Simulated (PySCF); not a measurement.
**Basis set benchmark on one molecule**

Molecule: `[SiH3][SiH2][SiH2][SiH3]`, H10Si4.

Geometry:
```tsv
atom	x (Å)	y (Å)	z (Å)
Si1	2.949	-0.167	0.165
Si2	0.727	-0.909	0.222
Si3	-0.720	0.879	-0.242
Si4	-2.956	0.182	-0.158
H5	3.131	0.924	1.172
H6	3.255	0.379	-1.194
H7	3.904	-1.276	0.470
H8	0.515	-1.989	-0.794
H9	0.405	-1.471	1.573
H10	-0.403	1.417	-1.604
H11	-0.485	1.973	0.754
H12	-3.178	-0.906	-1.159
H13	-3.885	1.315	-0.455
H14	-3.261	-0.351	1.206
```

Geometry PBE0-D3(BJ)/def2-SVP throughout; GIAO in PySCF 2.14, gas phase, one conformer, non-relativistic; equivalent atoms averaged; functional PBE0.

Reference values (measured; C. Corminboeuf, T. Heine, J. Weber, Chem. Phys. Lett. 357 (2002) 1): δ(Si1/Si4) = -97.8 ppm vs TMS, δ(Si2/Si3) = -111.1 ppm vs TMS. Computed shifts are taken against TMS, calculated as an isolated molecule at each level.

Q: How do the basis sets STO-3G, 6-31G, pcSseg-0, 6-31G*, def2-SVP, cc-pVDZ, pcSseg-1, aug-cc-pVDZ, 6-311+G(2d,p), def2-TZVP, IGLO-III, cc-pVTZ, pcSseg-2 perform against the reference? Times are CPU seconds on shared hosts with different chips, so compare them loosely.

A: 
```csv
basis set,functions,Si1/Si4,Si2/Si3,mean abs. error Si,core-s
STO-3G,46,-81.8,-79.3,23.9,3.2
6-31G,72,-78.7,-87.6,21.3,5.8
pcSseg-0,72,-154.5,-173.1,59.4,5.2
6-31G*,92,-68.1,-81.3,29.8,7.3
def2-SVP,122,-96.9,-109.9,1.0,8.5
cc-pVDZ,122,-87.6,-95.9,12.7,11
pcSseg-1,146,-102.8,-114.3,4.1,13
aug-cc-pVDZ,198,-96.5,-98.8,6.8,23
"6-311+G(2d,p)",200,-103.1,-113.2,3.7,20
def2-TZVP,208,-105.7,-117.3,7.1,21
IGLO-III,276,-104.1,-113.9,4.6,39
cc-pVTZ,276,-101.2,-114.4,3.4,42
pcSseg-2,312,-105.9,-118.0,7.5,50
```

For ²⁹Si the closest is def2-SVP (1.0 ppm) and the furthest pcSseg-0 (59.4 ppm). Where a smaller basis beats a larger one, errors probably cancel; the largest sets show where the functional converges. One molecule is a small sample, and vibrational and solvent effects are absent from the calculation.

A small basis that lands close on one nucleus may do so by chance; judge by the trend and by all nuclei.
